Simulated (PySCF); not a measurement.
# Correlation energy of Ge (germanium, neutral)

[Ar] 3d10 4s2 4p1 4d1, one real determinant (an excited configuration). Computed with PySCF 2.14 in x2c-TZVPPall with one added diffuse shell each of s, p, d type (7s6p5d1f, 57 functions), with the spin-free X2C one-electron Hamiltonian (Gaussian nucleus). Frozen: [Ar] 3d10; 4 electrons correlated.

```tsv
level	correlation energy (mhartree)
CCSD	-66.53
(T)	-6.55
CCSD(T)	-73.08
```

Diagnostics: T1 = 0.045, D1 = 0.1248, largest double amplitude 0.333.

Is a single reference adequate?

Not fully. The real determinant used has ⟨L²⟩ near 8 against 12 for a pure F term, so it mixes terms. The outer electron is Rydberg-like, and this basis confines it to a smaller radius and binds it less than a complete one would. T1 exceeds 0.03, a sign that the reference determinant is poor. A double-excitation amplitude exceeds 0.15, a sign of near-degeneracy.

The reference is one real determinant that mixes LS terms of this configuration.
